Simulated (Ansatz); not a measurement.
Saddle point of CH₈AlAs, singlet (CH₅Al ([CH3][AlH2]) + AsH₃ → AlAsH₄ ([AlH2][AsH2]) + CH₄; bonds formed: Al1–As6, C2–H5; bonds broken: Al1–C2, H5–As6), PBE0-D4/def2-TZVP structure:

```csv
atom,x (Å),y (Å),z (Å)
Al1,-0.8861,-0.3999,-0.2299
C2,1.0381,-1.0880,0.2874
H3,-1.1795,-0.7746,-1.7361
H4,-1.8594,-0.5260,1.0057
H5,0.6367,0.3489,0.0138
As6,0.1260,2.1296,-0.2667
H7,1.8546,-1.0441,-0.4345
H8,1.4160,-0.8843,1.2905
H9,0.6739,-2.1261,0.2859
H10,-0.7365,2.2864,0.9759
H11,-1.0837,2.0782,-1.1920
```

Energies are electronic, without zero-point energy. Barriers and step energies count from the start structure reached by relaxing down the imaginary mode; all methods use the PBE0-D4 structures, on which another method's saddle can fall below an end. Ansatz 0.2.0; basis: def2-TZVPP, with def2-QZVPP for the basis limit; cores frozen in the correlated methods. Filled d shells of the heavier atoms are correlated. The def2 sets are not built for correlating such inner shells, so the correlated values are less sure here. B3LYP uses VWN-RPA correlation. Extrapolation: Hartree–Fock as exp(−7.88 √X), correlation as X^−2.97.

```tsv
method	barrier (kJ/mol)	step energy (kJ/mol)
SPW92	50.9	-59.2
PBE-D4	69.7	-62.8
BLYP-D4	88.6	-58.6
r2SCAN-D4	?	-63.2
B97M-V	100.8	-56.4
PBE0-D4	82.7	-65.7
B3LYP-D4	97.9	-61.4
r2SCAN0-D4	87.4	-65.8
BHLYP-D4	115.6	-64.6
CAM-B3LYP-D4	107.3	-59.7
wB97X-V	107.8	-61.6
wB97M-V	106.7	-59.4
B2PLYP	102.8	-63.3
PBE-QIDH	94.8	-67.1
RPA on PBE	107.4	-59.3
HF	?	-68.0
MP2	?	-65.4
CCSD	116.5	-63.1
CCSD(T)	106.5	-62.8
```

Task: Fill in the withheld barriers. (Judge from chemistry; the value comes from the calculation.)

Result: By the calculation: r2SCAN-D4 77.1; HF 160.4; MP2 97.6 kJ/mol. Each is the energy of the saddle less that of the start structure, by the same method.

For comparison, the barrier by CCSD(T) at an estimated basis limit (MP2 extrapolated from triple and quadruple zeta, plus CCSD(T) − MP2 in triple zeta) is 101.7 kJ/mol.

No T1 diagnostic of these runs exceeds 0.011.

Labels in which every atom is bracketed show which atoms are joined, not bond orders.

For scale, one of the runs: CCSD(T)/def2-TZVPP, 233 basis functions, launched by `ansatz run in.yaml --threads 4 --pin off --events-out ev --progress --plain --max-ram 9574MiB`. Time: 100 s of wall clock on 4 CPU threads of an Arm Neoverse V2; the host was shared. Peak host memory: 3.9 GiB.
